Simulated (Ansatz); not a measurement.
`C=CC(=C)[SiH3]` and `C=C([SiH3])CCl` differ in one atom or group.

Ansatz, PBE0-D4/def2-TZVP geometries, multiplicity 1. Each molecule was computed in one conformer, which needn't be the lowest.

```json
{"property": "size of the dipole moment (PBE/def2-TZVPP) / D", "`C=CC(=C)[SiH3]`": "0.72"}
{"property": "HOMO energy (PBE/def2-TZVPP) / eV", "`C=CC(=C)[SiH3]`": "-6.08"}
{"property": "HOMO energy (ωB97M-V/def2-TZVPP) / eV", "`C=CC(=C)[SiH3]`": "-9.14"}
{"property": "LUMO energy (ωB97M-V/def2-TZVPP) / eV", "`C=CC(=C)[SiH3]`": "0.94"}
{"property": "HOMO–LUMO gap (PBE/def2-TZVPP) / eV", "`C=CC(=C)[SiH3]`": "4.00"}
{"property": "HOMO–LUMO gap (ωB97M-V/def2-TZVPP) / eV", "`C=CC(=C)[SiH3]`": "10.08"}
```

(1) What does the change do to each property? (Estimate.)

Results:

(1) Ansatz gave: 
```
                                      property  `C=C([SiH3])CCl`  shift
size of the dipole moment (PBE/def2-TZVPP) / D              1.89   1.17
             HOMO energy (PBE/def2-TZVPP) / eV             -6.89  -0.81
         HOMO energy (ωB97M-V/def2-TZVPP) / eV            -10.24  -1.10
         LUMO energy (ωB97M-V/def2-TZVPP) / eV              1.32   0.38
           HOMO–LUMO gap (PBE/def2-TZVPP) / eV              5.09   1.09
       HOMO–LUMO gap (ωB97M-V/def2-TZVPP) / eV             11.56   1.48
```

With PBE0 the HOMO falls by 1.00 eV and the LUMO rises by 0.33 eV, so the gap widens by about 1.33 eV. PBE moves the HOMO by -0.81 eV and ωB97M-V by -1.10 eV. Dipoles are sizes alone; their direction can turn.
